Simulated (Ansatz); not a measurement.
`[NH2][Hf]([NH2])([Cl])[Cl]` + `NCBF` → `[NH2][Hf]([F])([Cl])[Cl]` + `NBCN`  (redistribution)

Program: Ansatz. Geometries: PBE0-D4/def2-TZVP. ΔE: electronic, gas phase. CCSD(T)/CBS adds triple-zeta CCSD(T) − MP2 to the extrapolated MP2 energy (def2 sets, frozen cores). DFT in def2-TZVPP. B3LYP here is the variant with VWN-RPA as its local correlation; programs differ in this. def2 core potentials past Kr. For Hf outer-core shells are correlated without core-valence functions, which leaves a few kJ/mol of doubt a bond. One conformer a species, not always the lowest.

`[NH2][Hf]([NH2])([Cl])[Cl]`:

Cartesian coordinates in Å:
```
N 1.510 -0.458 -0.602
Hf 0.082 0.503 0.441
N -1.644 -0.359 -0.115
Cl 0.082 2.784 -0.172
Cl 0.451 0.162 2.748
H 2.500 -0.258 -0.547
H 1.361 -1.211 -1.257
H -2.094 -1.129 0.362
H -2.248 -0.034 -0.858
```

`NCBF`:

```xyz
9

N    -0.067   -0.724   -1.123
C    -0.513   -0.033    0.069
B     0.534    0.912    0.723
F     1.800    0.875    0.333
H    -0.651   -1.518   -1.344
H     0.884   -1.052   -1.027
H    -0.839   -0.692    0.901
H    -1.407    0.569   -0.151
H     0.259    1.662    1.619
```

`[NH2][Hf]([F])([Cl])[Cl]`:

Cartesian coordinates in Å:
```
N -0.697 0.260 -1.027
Hf 0.472 -0.098 0.556
F 2.084 0.832 0.219
Cl 0.818 -2.414 0.743
Cl -0.601 0.684 2.494
H -1.634 -0.095 -1.163
H -0.443 0.831 -1.822
```

`NBCN`:

Z-matrix (Å, degrees):
```
C
B 1 1.576
N 1 1.459 2 113.3
H 1 1.100 2 105.8 3 -118.0
H 1 1.105 2 110.1 3 129.0
N 2 1.391 1 120.9 3 -162.4
H 2 1.200 1 121.3 3 18.4
H 3 1.011 1 110.9 2 53.9
H 3 1.012 1 111.4 2 173.0
H 6 1.007 2 123.5 1 1.5
H 6 1.005 2 123.0 1 -177.1
```

```json
{"level": "LDA (SPW92)", "ΔE (kJ/mol)": "-99.9"}
{"level": "BHLYP-D4", "ΔE (kJ/mol)": "-92.5"}
{"level": "B2PLYP", "ΔE (kJ/mol)": "-96.4"}
{"level": "B3LYP", "ΔE (kJ/mol)": "-98.4"}
{"level": "CAM-B3LYP", "ΔE (kJ/mol)": "-99.6"}
{"level": "HF/def2-SVP", "ΔE (kJ/mol)": "-90.8"}
{"level": "HF/def2-QZVPP", "ΔE (kJ/mol)": "-88.7"}
{"level": "CCSD/CBS(def2)", "ΔE (kJ/mol)": "-91.2"}
```

(1) What does CCSD(T)/CBS give? (Best estimate.)

Largest T1 diagnostic among the species: 0.014.

Answers

(1) The calculation gave: -92.0 kJ/mol. The listed levels differ from it by -7.9, -0.5, -4.4, -6.4, -7.6, 1.2, 3.3, 0.8 kJ/mol.

From PBE to PBE0 (25 % exact exchange), in def2-TZVPP and without D4, ΔE moves by +3.4 kJ/mol. In def2-TZVPP, CCSD(T) changes the Hartree–Fock value by −3.6 kJ/mol (the triples alone add −0.8 kJ/mol) and MP2 by −3.1 kJ/mol.
